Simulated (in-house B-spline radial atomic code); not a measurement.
**wB97X excitations of S4+**

Method: wB97X. Computed with an all-electron radial atomic-structure program (B-spline basis): linear response of the closed shell [Ne] 3s2 with the functional's adiabatic kernel; scalar-relativistic (spin-free one-electron X2C), finite nucleus, no spin-orbit coupling, no double excitations, S, P, D and F terms only.

Command:
```bash
python run_td.py task.json out
```
Settings (radii: box in bohr, nucleus in fm):
```
Z                        16
electrons                12
configuration            [Ne] 3s2
hamiltonian              x2c
method                   wb97x
box_radius               19.1
rms_radius               3.2611
intervals                72
```

Time taken, with all properties: 0.6 s on 1 thread of Intel(R) Xeon(R) Platinum 8488C (Sapphire Rapids), with other jobs on the host.

The lowest states, in the order of their Tamm-Dancoff energies; the method's threshold (minus the highest occupied level) is 70.15 eV. Labels give the largest channel, * marks a mixed state, and oscillator strengths are full-response dipole values. Semilocal kernels can invert the small singlet-triplet splittings of Rydberg terms. Energies in eV:

```json
{"state": "3s → 3p 3P", "full response": "10.201", "Tamm-Dancoff": "10.450", "oscillator strength": "-"}
{"state": "3s → 3p 1P", "full response": "15.883", "Tamm-Dancoff": "16.479", "oscillator strength": "1.36"}
{"state": "3s → 3d 3D", "full response": "28.187", "Tamm-Dancoff": "28.249", "oscillator strength": "-"}
{"state": "3s → 3d 1D", "full response": "30.05", "Tamm-Dancoff": "30.07", "oscillator strength": "-"}
{"state": "3s → 4s 3S", "full response": "38.24", "Tamm-Dancoff": "38.26", "oscillator strength": "-"}
{"state": "3s → 4s 1S", "full response": "39.23", "Tamm-Dancoff": "39.27", "oscillator strength": "-"}
{"state": "3s → 4p 3P", "full response": "?", "Tamm-Dancoff": "?", "oscillator strength": "-"}
{"state": "3s → 4p 1P", "full response": "42.75", "Tamm-Dancoff": "42.80", "oscillator strength": "0.101"}
{"state": "3s → 4d 3D", "full response": "?", "Tamm-Dancoff": "?", "oscillator strength": "-"}
{"state": "3s → 4d 1D", "full response": "48.13", "Tamm-Dancoff": "48.14", "oscillator strength": "-"}
```

(1) Where does 3s → 4d 3D lie?

(2) Where does 3s → 4p 3P lie?

(3) How large is the singlet-triplet splitting of 3s → 3p (P terms) in Tamm-Dancoff?

(4) What polarisabilities and dispersion coefficient does the method give?

Answers

(1) At 47.48 eV in full response, 47.50 eV in Tamm-Dancoff.

(2) At 42.16 eV in full response, 42.18 eV in Tamm-Dancoff.

(3) 6.03 eV, from the unrounded values.

(4) Dipole 4.159 bohr³, quadrupole 6.033 bohr⁵, C6 8.045 hartree·bohr⁶ for two such species.
